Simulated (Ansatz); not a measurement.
```yaml
crystal:
  periodic: [false, false, false]
  atoms:
    - {symbol: B, position_ang: [-0.097287, -0.160874, -0.201667]}
    - {symbol: C, position_ang: [1.792743, -0.104593, 0.140476]}
    - {symbol: H, position_ang: [1.946285, 0.292583, 0.877574]}
    - {symbol: H, position_ang: [2.080360, 0.639832, -0.836138]}
    - {symbol: H, position_ang: [2.344594, -0.904145, -0.106063]}
    - {symbol: C, position_ang: [-0.672280, 1.353006, -0.190924]}
    - {symbol: H, position_ang: [-1.468542, 1.385306, 0.820549]}
    - {symbol: H, position_ang: [-1.541753, 1.374483, -0.945372]}
    - {symbol: H, position_ang: [0.109516, 2.423031, 0.113386]}
    - {symbol: C, position_ang: [-0.608485, -1.468150, -0.028906]}
    - {symbol: H, position_ang: [-2.120330, -0.967168, 0.253045]}
    - {symbol: H, position_ang: [-0.592490, -2.027411, 0.487075]}
    - {symbol: H, position_ang: [-0.690156, -2.160901, -0.808017]}
basis:
  gaussian: {orbitals: def2-mTZVP}
total_charge: -1
magnetization: {spin_polarized: true, initial_magnetization: 1}
hamiltonian: {xc: {name: CAM-B3LYP}}
```

```sh
$ ansatz run in.yaml --threads 4 --pin off --events-out ev --progress --plain --max-ram 3916MiB
```

Output, abridged:

```
Functional definition: CAM-B3LYP
1122 factors; their error is unknown
336 factors; integrals over basis functions are off by at most 1.4e-5 eV
mean field evaluation 1: about -3912.0029 eV, gradient 4.4e1 eV
mean field evaluation 2: about -3910.2896 eV, gradient 4.5e1 eV
mean field evaluation 4: about -3920.9272 eV, gradient 2.7e0 eV
mean field evaluation 8: about -3921.1731 eV, gradient 6.4e-1 eV
mean field evaluation 16: about -3921.1596 eV, gradient 1.3e-2 eV
mean field evaluation 32: about -3921.1596 eV, gradient 1.8e-5 eV
mean field -3921.15957726 eV, -144.0999566070 hartree, gradient 1.8e-5 eV, S^2 0.756844; 2 other end points of the search recorded, 0 dependent functions left out
reference -3921.15972293 eV, -144.0999619603 hartree; 17, 16 occupied and 86, 87 virtual orbitals, 1122 factors
Total energy: -3921.15972293 eV, -144.0999619603 hartree
```

Run time 2.9 s (4 threads of Arm Neoverse V1 on a shared host).

The highest occupied level of an anion often lies above zero with these methods, and sets without diffuse functions describe the outer electron poorly.
